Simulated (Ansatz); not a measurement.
`CN[SiH]([SiH3])Cl`, relaxed with RKS PBE-D4/def2-SVP in Ansatz from a rough embedded geometry. The force threshold is 0.03 eV/Å; the program also tests the step.

Charge 0, multiplicity 1.

Start:

```xyz
13

C    -1.679    0.439   -0.831
N    -1.075    0.666    0.421
Si    0.596    0.534    0.704
Si    1.593   -1.505    0.282
Cl    1.562    2.048   -0.265
H    -1.352    1.248   -1.601
H    -1.485   -0.512   -1.258
H    -2.755    0.602   -0.753
H    -1.409    1.585    0.823
H     0.742    0.835    2.197
H     2.984   -1.527    0.531
H     0.911   -2.608    1.026
H     1.365   -1.804   -1.276
```

**Question.** By how much does the energy fall, and how many steps does the optimiser take? (An estimate is asked.)

**Answer.** Ansatz gave: 12.95 kcal/mol, in 9 steps, 1 of them rejected.

**Question.** Which bonds change most? (Estimate.)

**Answer.** Computed: Si4–H13 from 1.602 to 1.506 Å; Si4–H11 from 1.414 to 1.504 Å; Si3–Cl5 from 2.040 to 2.121 Å; C1–H7 from 1.060 to 1.110 Å.

**Question.** Give the relaxed structure. (Best estimate.)

**Answer.** Ansatz gave: 
```xyz
13

C    -1.652    0.449   -0.854
N    -1.036    0.798    0.418
Si    0.649    0.644    0.782
Si    1.446   -1.490    0.203
Cl    1.913    1.961   -0.299
H    -1.650    1.281   -1.598
H    -1.107   -0.400   -1.316
H    -2.705    0.119   -0.713
H    -1.548    1.518    0.936
H     0.795    0.991    2.235
H     2.908   -1.584    0.547
H     0.698   -2.573    0.936
H     1.290   -1.714   -1.278
```
